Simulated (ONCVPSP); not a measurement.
**An all-electron radial function and its pseudo partner (aluminium)**

Columns: radius, all-electron u(r) and pseudo u(r) of the 2s shell (level -116.50 eV) of aluminium in the configuration [He] 2s2 2p6 3s2; PBE, scalar-relativistic, ONCV scheme, ONCVPSP 4.0.1.

| r (bohr) | all-electron | pseudo |
| --- | --- | --- |
| 0.047 | -0.5732 | 0.1599 |
| 0.095 | -0.5011 | 0.3230 |
| 0.142 | -0.1812 | 0.4818 |
| 0.190 | 0.2027 | 0.6407 |
| 0.237 | 0.5481 | 0.7893 |
| 0.285 | 0.8354 | 0.9287 |
| 0.332 | 1.0438 | 1.0473 |
| 0.380 | 1.1878 | 1.1452 |
| 0.427 | 1.2706 | 1.2141 |
| 0.475 | 1.3069 | 1.2551 |
| 0.522 | 1.3059 | 1.2667 |
| 0.570 | 1.2772 | 1.2520 |
| 0.617 | 1.2295 | 1.2155 |
| 0.665 | 1.1674 | 1.1611 |
| 0.712 | 1.0983 | 1.0960 |
| 0.760 | 1.0231 | 1.0225 |
| 0.807 | 0.9479 | 0.9477 |
| 0.855 | 0.8715 | 0.8714 |
| 0.902 | 0.7988 | 0.7987 |
| 0.950 | 0.7276 | 0.7274 |
| 0.997 | 0.6616 | 0.6615 |
| 1.045 | 0.5984 | 0.5983 |
| 1.092 | 0.5409 | 0.5408 |
| 1.140 | 0.4866 | 0.4865 |
| 1.187 | 0.4378 | 0.4377 |
| 1.235 | 0.3922 | 0.3921 |

Question: How many radial nodes do the two functions have?

Answer: The all-electron 2s function has n − l − 1 = 1; the pseudo-wave has 0, since the states of the same l below it are removed with the core.

Question: At about which radius was the pseudo-wave matched?

Answer: 0.85 bohr, where the columns begin to agree (steps of 0.05 bohr).

Question: Where does each function peak?

Answer: Outermost all-electron maximum near 0.47 bohr, pseudo maximum near 0.52 bohr (to the table’s step).

Question: Is the pseudo-wave norm-conserving?

Answer: Yes: the ONCV scheme keeps the norm inside the radius equal to the all-electron one, which fixes the energy derivative of the logarithmic derivative at the level.
